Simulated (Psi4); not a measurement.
C3H9Ge (SMILES C[CH][CH2][GeH3]), doublet, at a GFN2-xTB geometry. Base run: R2SCAN/pcseg-1 run with Psi4.

Geometry (Å):
```xyz
13

C      2.3416     1.0883    -0.2325
C      1.8131    -0.2125     0.2351
C      0.5713    -0.2838     0.9901
Ge    -1.0745    -0.1770    -0.1964
H      3.3917     1.0103    -0.5070
H      2.2297     1.8536     0.5368
H      1.7950     1.4445    -1.1179
H      2.2220    -1.1163    -0.1850
H      0.4851    -1.2203     1.5429
H      0.4778     0.5494     1.6901
H     -1.1286    -1.3093    -1.1764
H     -1.0691     1.0779    -1.0160
H     -2.3744    -0.1798     0.5616
```
Charge 0, spin multiplicity 2.
Orbitals are unrestricted.
All else is at Psi4's defaults (density fitting).
Base energy -2196.31850 Eh.

Variants of this job, named by their change:

| change | ΔE vs base (mEh) | SCF cycles | grid points | basis functions |
|---|---|---|---|---|
| base | 0.000 | 10 | 278307 | 114 |
| level_shift = 1.0 | 0.000 | 10 | 278307 | 114 |
| guess = sapgau | 0.000 | 11 | 278307 | 114 |
| dft_radial_scheme = mura | 1.030 | 10 | 281784 | 114 |
| level_shift = 0.3 | 0.000 | 10 | 278307 | 114 |
| dft_radial_points = 150 | 0.484 | 10 | 551838 | 114 |
| dft_radial_points = 99 | 0.621 | 10 | 365056 | 114 |
| dft_basis_tolerance = 1e-8 | 0.000 | 10 | 276987 | 114 |
| df_basis_scf = cc-pvqz-jkfit | 0.069 | 10 | 278307 | 114 |
| scf_type = pk | 0.124 | 10 | 278307 | 114 |
| puream = false | -16.885 | 10 | 278307 | 119 |

Open shells are given as the SCF converged; they aren't shown to be the lowest states, and a large step between rows can be another state.
